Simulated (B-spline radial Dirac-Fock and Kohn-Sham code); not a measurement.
The computed values come from an atomic code on a B-spline grid: Dirac-Fock energy differences between relaxed states, corrected for Breit and QED terms. Two-hole levels are in intermediate coupling, intensities from independent-particle Coulomb rates.

Question: These computed lines form the K-LL Auger spectrum of a free neutral atom. Which element, and how are the lines assigned?

```
kinetic energy (eV)  relative intensity
            10959.3                  14
            11160.5                  36
            11191.9                   2
            11228.1                  12
            11252.9                   6
            11356.3                   7
            11421.2                 100
            11471.5                   6
            11490.6                  26
```

Answer: Rb ([Kr] 5s1). From low to high energy: K-L1L1 ¹S0, K-L1L2 ¹P1, K-L1L2 ³P0, K-L1L3 ³P1, K-L1L3 ³P2, K-L2L2 ³P0, K-L2L3 ¹D2, K-L3L3 ³P0, K-L3L3 ³P2. The labels give the leading jj configuration and the leading LS term by weight; in heavy atoms the literature often keeps the label of the LS limit instead.
